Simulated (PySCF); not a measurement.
C2H5Si, SMILES [CH2][Si]C (connectivity only; charge and spin as stated), charge +1, multiplicity 1.

The structure is a stationary point at TPSSh-D3(BJ)/def2-TZVP. The spin state was assumed, not searched. The isomer is the one that the SMILES or the coordinates give; other isomers of the formula were not compared.

Two levels are set side by side: TDA-PBE/def2-SVPD (PySCF) and TDA-B3LYP/def2-SVPD (PySCF). Vertical, same geometry. The lowest singlet is HOMO→LUMO+1 100 % with PBE and HOMO→LUMO+1 100 % with the other functional; states are paired by order. Differences are taken from unrounded values.

| quantity | TDA-B3LYP | TDA-PBE | TDA-PBE minus TDA-B3LYP |
|---|---|---|---|
| lowest singlet excitation (eV) | 2.94 | 2.91 | -0.04 |
| lowest triplet excitation (TDA) (eV) | 1.64 | 1.74 | 0.10 |
| first bright state (f over 0.05) (eV) | 4.32 | 4.31 | -0.01 |
| its oscillator strength | 0.17 | 0.14 | -0.03 |

Rough cost on one machine, each run with all the roots and properties that it gave: TDA-B3LYP against TDA-PBE within a factor of 2.
